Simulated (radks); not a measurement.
Cu+, configuration [Ar] 3d10. Method: scalar-relativistic Kohn-Sham, LDA (Slater exchange, Perdew-Zunger correlation), spin-polarised, spherical densities, point nucleus; computed with a radial shooting solver on a logarithmic mesh with Libxc functionals.

Radial electron density D(r) = 4 pi r^2 rho(r):

r (bohr)  D(r) (e/bohr)
0.002957          1.734
0.003882          2.797
0.005095          4.436
0.006688          6.885
0.008708          10.26
0.01143           14.92
0.015             20.67
0.01969           26.90
0.02564           32.17
0.03366           35.10
0.04418           34.31
0.05799           30.70
0.07551           28.06
0.09911           30.27
0.1301            36.78
0.1708            40.07
0.2223            33.89
0.2919            22.53
0.3831            17.79
0.5028            21.08
0.6547            22.13
0.8594            16.37
1.128             8.775
1.481             3.820
1.928             1.539
2.531            0.5272
3.322            0.1360
4.36            0.02222
5.677          0.002090

D(r) has 3 maxima, at r = 0.0365, 0.165, 0.600 bohr, and minima at 0.0786, 0.377 bohr, inside which lie 2.11, 10.85 electrons.
